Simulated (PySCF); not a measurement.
Fill in the blanks.

Compound: 4-chloroindole, C8H6ClN.
SMILES: `[nH]1ccc2c1cccc2Cl`

```json
{"property": "point group", "level": "PBE0-D3(BJ)/def2-SVP", "value": "?"}
{"property": "rotational constants A, B, C", "level": "PBE0-D3(BJ)/def2-SVP", "value": "?"}
{"property": "dipole moment", "level": "PBE0/def2-SVPD", "value": "?"}
{"property": "HOMO energy", "level": "PBE0/def2-SVPD", "value": "?"}
{"property": "LUMO energy", "level": "PBE0/def2-SVPD", "value": "-0.73 eV"}
{"property": "lowest singlet excitation", "level": "TDDFT PBE0/def2-SVPD", "value": "?"}
{"property": "strongest line among the 6 lowest singlet transitions", "level": "TDDFT PBE0/def2-SVPD", "value": "S5 at 6.07 eV (204 nm, f = 0.445)"}
{"property": "static isotropic polarisability", "level": "PBE0/def2-SVPD", "value": "?"}
{"property": "electronic spatial extent ⟨r²⟩ about the centre of nuclear charge", "level": "PBE0/def2-SVPD", "value": "?"}
```

Electronic properties: PySCF, gas phase, density fitting. Isolated species at its PBE0-D3(BJ)/def2-SVP geometry, gas phase.

Task: Give the lowest singlet excitation.

Result: 4.74 eV (262 nm, f = 0.126).

Task: What is the HOMO energy?

Result: -6.15 eV.

Task: The dipole moment?

Result: 3.80 D.

Task: The rotational constants A, B, C?

Result: 1.837, 1.113, 0.693 GHz.

Task: Give the point group.

Result: Cs.

Task: Give the electronic spatial extent ⟨r²⟩ about the centre of nuclear charge.

Result: 1539 bohr².

Task: Give the static isotropic polarisability.

Result: 113.8 au.

A dipole of 3.80 D is allowed in Cs, and pure rotational transitions are dipole-allowed. With B = h/(8π²I), that is 505.379 GHz u Å² over I, the principal moments of inertia are 275.1, 454.0 and 729.1 u Å² (most abundant isotopes). The polarisability is 16.86 Å³ as a volume (1 au = 0.148185 Å³), or 1.46 au for each of the 78 electrons. The dipole matches unit charges of opposite sign 0.79 Å apart (1 e·Å = 4.8032 D). No computed singlet falls in the visible range (750 to 380 nm, 1.65 to 3.26 eV); S1 lies 1.48 eV above its blue end. The principal polarisabilities are 63.3, 132.6 and 145.4 au; their mean is the isotropic value.
